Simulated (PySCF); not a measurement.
# Dipole moment and polarisability of BMe2Cl

BMe2Cl, C₂H₆BCl.
Cartesian coordinates in Å at the PBE0-D3(BJ)/def2-SVP level; atoms count from 1:
```
atom  x, y, z in Å
B1    -0.2596   -0.4652    0.0046
C2     1.3016   -0.5318   -0.0341
H3     1.6430   -0.5144    1.0189
H4     1.7508    0.3498   -0.5167
H5     1.7006   -1.4521   -0.4827
C6    -1.0661    0.8733    0.0284
H7    -1.2049    1.1806   -1.0259
H8    -0.5093    1.6897    0.5139
H9    -2.0680    0.7860    0.4709
Cl10  -1.1634   -1.9925    0.0271
```

Level: B3LYP/def2-SVPD (PySCF), static field, nuclei fixed, core orbitals frozen in the response. The polarisability tensor in these axes (au):

```
x   58.20  2.63  0.20
y    2.63 61.11 -0.37
z    0.20 -0.37 44.62
```

Question: Give the principal values, the mean and the anisotropy Δα = √{½[(α1 − α2)² + (α2 − α3)² + (α1 − α3)²]}.

Answer: Principal values 44.61, 56.66 and 62.66 au; mean 54.64 au = 8.10 Å³ = 9.01 × 10⁻⁴⁰ C²·m²/J; Δα = 15.93 au (29 % of the mean).

Question: What is the dipole moment, and where does it point?

Answer: (0.85, 1.43, -0.02) D, 1.66 D in size, pointing from the negative to the positive side. Measured along this direction, the outermost atoms are Cl10 at the negative end and H4 and H8 at the positive end.

Question: Find the Langevin capture rate constant for NO+ (29.998 u) meeting this molecule (76.025 u), k = 2.342 × 10⁻⁹ cm³/s × √(α in Å³ / reduced mass in u).

Answer: The reduced mass is 21.51 u, so k = 1.44 × 10⁻⁹ cm³/s. The formula leaves out the permanent dipole, which adds to the capture rate.

Question: Traceless (Buckingham) quadrupole moment about the centre of nuclear charge: eigenvalues?

Answer: -1.26, -0.24, 1.51 D·Å. The values depend on the origin, since the dipole doesn't vanish. The electronic extent ⟨r²⟩ about the same centre is 453 bohr², a root-mean-square distance of 1.78 Å for the 40 electrons.

Question: Rayleigh depolarisation ratio (linearly polarised light, static tensor)?

Answer: ρ = 3Δα²/(45ᾱ² + 4Δα²) = 761.3/(134369 + 1015.0) = 0.00562.

Isolated species at its PBE0-D3(BJ)/def2-SVP geometry, gas phase.

The run behind these numbers computed excited states as well. Hardware: one thread, Arm Neoverse V1 (aarch64), shared host with 32 logical CPUs at a one-minute load of 23. Cost: 12 s of wall time (with the writing of density and orbital grids), 0.58 GiB resident at most.
